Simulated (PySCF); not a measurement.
Species: C4H5AlO.
SMILES: `[AlH2][c]1ccco1`

Computed with PBE0-D3(BJ)/def2-SVP geometry optimisation, gas phase in PySCF.

Masses are those of the commonest isotopes; rigid-rotor values at the optimised geometry. 

Question: Give the principal moments of inertia and the rotational constants in GHz.

Answer: Ia = 57.73, Ib = 260.84, Ic = 310.95 u·Å²; 505379 MHz·u·Å²/I gives 8755, 1938 and 1625 MHz, that is A = 8.7549, B = 1.9375, C = 1.6253 GHz.

Question: Classify the top.

Answer: A near-prolate asymmetric top; Ray's κ = -0.912.

Question: Is it planar, by Δ = Ic − Ia − Ib?

Answer: Not planar: Δ = Ic − Ia − Ib = -7.62 u·Å². For a rigid frame Δ = −2 Σ m c², so Σ m c² = 3.81 u·Å² lies off the ab plane, practically all of it from hydrogen. The atom farthest from that plane is 1.38 Å away.

Question: Give the other two planar moments, Paa and Pbb, and the rms extents of the mass along the axes.

Answer: Paa = Σ m a² = (Ib + Ic − Ia)/2 = 257.03 and Pbb = Σ m b² = (Ia + Ic − Ib)/2 = 53.92 u·Å². With the mass M = 96.02 u, the rms extents √(P/M) along a, b and c are 1.64, 0.75, 0.20 Å.

Question: Give the coordinates in the principal-axis frame, origin at the centre of mass.

Answer: The sense of each axis is arbitrary; atoms in the order of the calculation.
```tsv
atom	mass (u)	a (Å)	b (Å)	c (Å)
Al1	26.982	2.176	-0.010	0.001
C2	12.000	0.221	-0.151	-0.003
C3	12.000	-0.686	-1.185	-0.001
C4	12.000	-1.992	-0.608	0.002
C5	12.000	-1.797	0.741	0.001
O6	15.995	-0.484	1.026	-0.002
H7	1.008	2.966	0.047	1.378
H8	1.008	2.975	0.038	-1.371
H9	1.008	-0.448	-2.248	-0.001
H10	1.008	-2.948	-1.127	0.004
H11	1.008	-2.476	1.590	0.004
```

Question: Predict some low-J microwave lines.

Answer: The dipole components are |μa| = 0.70 D, |μb| = 0.47 D, |μc| = 0.00 D; the mirror of this Cs structure is the ab plane, so μc vanishes by symmetry and there are no c-type lines. Intensities carry the squares of the components, which stand as 1.00 : 0.46 (a : b). Some lines, for components of 0.1 D or more:

| type | branch | J(Ka,Kc) | MHz | lower level (cm⁻¹) |
| --- | --- | --- | --- | --- |
| a | Q | 1(1,0) ← 1(1,1) | 312 | 0.346 |
| a | Q | 3(1,2) ← 3(1,3) | 1873 | 0.914 |
| a | R | 1(0,1) ← 0(0,0) | 3563 | 0.000 |
| b | R | 3(0,3) ← 2(1,2) | 4131 | 0.574 |
| a | R | 2(1,2) ← 1(1,1) | 6813 | 0.346 |
| a | R | 2(0,2) ← 1(0,1) | 7115 | 0.119 |
| b | Q | 1(1,0) ← 1(0,1) | 7130 | 0.119 |
| a | R | 2(1,1) ← 1(1,0) | 7438 | 0.357 |
| b | Q | 2(1,1) ← 2(0,2) | 7452 | 0.356 |
| b | Q | 3(1,2) ← 3(0,3) | 7956 | 0.711 |
| a | R | 3(1,3) ← 2(1,2) | 10214 | 0.574 |
| b | R | 1(1,1) ← 0(0,0) | 10380 | 0.000 |
| a | R | 3(0,3) ← 2(0,2) | 10647 | 0.356 |
| a | R | 3(2,2) ← 2(2,1) | 10688 | 1.287 |
| a | R | 3(2,1) ← 2(2,0) | 10730 | 1.287 |
| a | R | 3(1,2) ← 2(1,1) | 11150 | 0.605 |
| b | R | 2(1,2) ← 1(0,1) | 13631 | 0.119 |
| b | R | 3(1,3) ← 2(0,2) | 16729 | 0.356 |
| b | Q | 3(2,1) ← 3(1,2) | 20043 | 0.977 |
| b | Q | 2(2,0) ← 2(1,1) | 20463 | 0.605 |
| b | Q | 3(2,2) ← 3(1,3) | 21864 | 0.914 |
| b | R | 2(2,0) ← 1(1,1) | 28213 | 0.346 |
| b | R | 3(2,2) ← 2(1,1) | 31141 | 0.605 |
| b | R | 3(2,1) ← 2(1,2) | 32129 | 0.574 |
| b | Q | 3(3,0) ← 3(2,1) | 34822 | 1.645 |
| b | Q | 3(3,1) ← 3(2,2) | 34874 | 1.643 |
| b | R | 3(3,1) ← 2(2,0) | 45552 | 1.287 |
| b | R | 3(3,0) ← 2(2,1) | 45562 | 1.287 |

Whether it is a minimum is left open (no frequencies). No vibrational averaging or centrifugal distortion is included, and the geometry carries the error of its method. Quadrupole hyperfine structure (27Al) is left out.

Time: 41 s wall; peak memory 0.59 GiB. Hardware: one thread of an Arm Neoverse V1, shared host. That covers the optimisation of the geometry.
